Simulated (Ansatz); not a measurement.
Born–Oppenheimer molecular dynamics of CH₈FNOSi₂ (14 atoms, charge 0, multiplicity 1). It starts from a relaxed structure.

Method: Ansatz, RKS PBE0-D4/STO-3G.

```json
{"ensemble": "NVE (Milne-controlled integrator)", "time step": "0.25 fs", "steps asked": "250", "starting velocities drawn for": "400 K", "seed": "888730"}
```

First frame:

```xyz
14
Properties=species:S:1:pos:R:3
C -1.214 -0.039 -1.291
Si -0.138 -0.329 0.221
N 0.945 -1.651 -0.253
O -1.038 -0.897 1.559
Si 0.801 1.611 0.965
F 1.829 2.267 -0.154
H -1.665 -0.972 -1.643
H -2.025 0.662 -1.072
H -0.631 0.380 -2.117
H 1.282 -1.530 -1.235
H 1.819 -1.676 0.320
H -1.306 -1.836 1.278
H 1.553 1.389 2.186
H -0.226 2.592 1.266
```

Question: How far do the bonds stretch over the last three quarters of this one trajectory? (Pairs bonded in most of those frames.)

Answer: 
```csv
bond,mean (Å),spread (Å),shortest,longest
C1–Si2,1.888,0.013,1.87,1.91
C1–H7,1.096,0.023,1.05,1.14
C1–H8,1.094,0.018,1.06,1.12
C1–H9,1.096,0.021,1.06,1.13
Si2–N3,1.764,0.032,1.72,1.84
Si2–O4,1.717,0.010,1.70,1.73
Si2–Si5,2.282,0.038,2.23,2.34
N3–H10,1.042,0.031,1.00,1.10
N3–H11,1.041,0.027,0.99,1.08
O4–H12,1.017,0.004,1.01,1.02
Si5–F6,1.658,0.012,1.64,1.68
Si5–H13,1.452,0.001,1.45,1.46
Si5–H14,1.452,0.004,1.45,1.46
```

Mean temperature of the second half: 191 K. The conserved energy stayed within 0.0035 meV per atom of its start (net change -0.0011 meV per atom), so the integration is sound. The temperature averaged 0.48 of the 400 K drawn at the start: a run that starts near a minimum puts about half its kinetic energy into the potential. A run of 0.062 ps of so small a system gives no equilibrium averages. Limits of this set-up: minimal basis.

The run took 10 min on 1 thread of Arm Neoverse V1 (shared host), peak memory 0.1 GiB.
